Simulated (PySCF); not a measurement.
Ge (SMILES [Ge+]), charge +1, doublet. Base run: R2SCAN/aug-cc-pVDZ in PySCF.

PySCF was given this input:
```python
from pyscf import gto, scf, dft

mol = gto.Mole()
mol.atom = '''
    Ge    0.000000    0.000000    0.000000
'''
mol.basis = 'aug-cc-pvdz'
mol.charge = 1
mol.spin = 1
mol.verbose = 4
mol.build()

mf = dft.UKS(mol)
mf.xc = 'r2scan'
mf.kernel()
mf.analyze()
```

Variants of this job, named by their change:

```csv
change,ΔE vs base (µEh),grid points,electrons on the grid,outcome
base,0.0,20640,31.00000,converged
grids.becke_scheme = stratmann,0.0,20640,31.00000,converged
"grids.atom_grid = (75, 302)",41.1,13040,31.00000,converged
small_rho_cutoff = 0,0.0,20640,31.00000,converged
grids.radi_method = delley,-49.3,20344,31.00000,converged
grids.prune = dft.gen_grid.treutler_prune,0.7,20704,31.00000,converged
grids.level = 1,-454,7416,31.00000,converged
grids.level = 4,-87.0,30192,31.00000,converged
grids.prune = dft.gen_grid.sg1_prune,-,-,-,input refused
grids.radi_method = mura_knowles,-45.1,18928,31.00000,converged
grids.radi_method = gauss_chebyshev,-112,20368,31.00000,converged
```

Open shells are given as the SCF converged; they aren't shown to be the lowest states, and a large step between rows can be another state.

- grids.prune = dft.gen_grid.sg1_prune: ended with `IndexError: index 32 is out of bounds for axis 0 with size 19`
